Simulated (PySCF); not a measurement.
Job for PySCF: D3(BJ) and D4 dispersion corrections on H4O4Si (SMILES O[Si](O)(O)O).

```python
from pyscf import gto
from pyscf.dispersion import dftd3, dftd4

mol = gto.M(
    atom='''
    O     0.70807074    1.19867020   -0.85824618
    Si    0.00000082   -0.00000076   -0.00002235
    O    -1.04152190    0.72287354    1.03313056
    O    -0.67365153   -1.01525224   -1.09097638
    O     1.00710500   -0.90629087    0.91600208
    H     0.90903297    2.01377573   -0.39169917
    H    -1.33544026    0.21104130    1.79081680
    H    -1.07015329   -0.62111003   -1.87192914
    H     1.49655745   -1.60370685    0.47272378
    ''',
    basis='def2-svp',
    charge=0, spin=0, verbose=0, max_memory=1800)
d3, d4 = {}, {}
for xc in ['hf', 'pbe', 'blyp', 'revpbe', 'tpss', 'r2scan', 'b3lyp', 'pbe0', 'bhlyp', 'camb3lyp', 'b2plyp']:
    d3[xc] = float(dftd3.DFTD3Dispersion(mol, xc=xc, version='d3bj', atm=False).get_dispersion()['energy'])
    print(f'D3(BJ) {xc:10s} {d3[xc]:14.8f} Eh')
for xc in ['hf', 'pbe', 'blyp', 'revpbe', 'tpss', 'r2scan', 'b3lyp', 'pbe0', 'bhlyp', 'camb3lyp', 'b2plyp']:
    d4[xc] = float(dftd4.DFTD4Dispersion(mol, xc={'camb3lyp': 'cam-b3lyp'}.get(xc, xc), atm=True).get_dispersion()['energy'])
    print(f'D4     {xc:10s} {d4[xc]:14.8f} Eh')
```

The log:

```
D3(BJ) hf            -0.04783116 Eh
D3(BJ) pbe           -0.00572299 Eh
D3(BJ) blyp          -0.01231557 Eh
D3(BJ) revpbe        -0.01442441 Eh
D3(BJ) tpss          -0.00720943 Eh
D3(BJ) r2scan        -0.00155822 Eh
D3(BJ) b3lyp         -0.01008751 Eh
D3(BJ) pbe0          -0.00494333 Eh
D3(BJ) bhlyp         -0.00801134 Eh
D3(BJ) camb3lyp      -0.00444891 Eh
D3(BJ) b2plyp        -0.00471302 Eh
D4     hf            -0.02406324 Eh
D4     pbe           -0.00648241 Eh
D4     blyp          -0.01458896 Eh
D4     revpbe        -0.02090818 Eh
D4     tpss          -0.00877833 Eh
D4     r2scan        -0.00152931 Eh
D4     b3lyp         -0.01048446 Eh
D4     pbe0          -0.00539612 Eh
D4     bhlyp         -0.00764286 Eh
D4     camb3lyp      -0.00540699 Eh
D4     b2plyp        -0.00449237 Eh
```

The run finished.

Cost: about 0.04 core-seconds (a rough figure).
